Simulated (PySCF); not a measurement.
A made-up structure of BH₃Te, closed shell:

```
5
angstrom
B 1.3051 0.6076 -0.3717
Te -0.2768 -0.5357 0.3990
H -1.8765 -0.1740 -0.0086
H 0.1522 -1.8069 1.4267
H 0.6513 1.3272 -0.9859
```

It is relaxed with PBE-D4/def2-SVP and then PBE0-D4/def2-TZVP (PySCF 2.14 with density fitting (its default auxiliary sets; JK sets also for MP2 and CCSD(T))). Atoms count as bonded within 1.22 times the sum of their covalent radii (H–H: 0.88 Å). The end point is not checked to be a true minimum.

Does its bonding change? (A judgement: the text doesn't fix the answer.)

The calculation gives: No: no bond forms or breaks.

Where it ends: The first stage lowers the energy by 0.95 eV in 12 steps. It ends as BH₃Te ([BH][TeH2]):
B1  (1.402, 0.615, -0.174)
Te2  (-0.371, -0.736, -0.273)
H3  (-2.028, -0.580, 0.179)
H4  (-0.092, -1.546, 1.141)
H5  (1.088, 1.724, -0.561)
(Å)

Labels in which every atom is bracketed show which atoms are joined, not bond orders.

For scale, one of the runs: PBE0-D4/def2-TZVP relaxation, 99 basis functions, launched by `OMP_NUM_THREADS=2 python run.py`. The run took 78 s on 2 CPU threads of an AMD EPYC 7B13 (shared host), with 0.97 GiB of host memory at its peak.
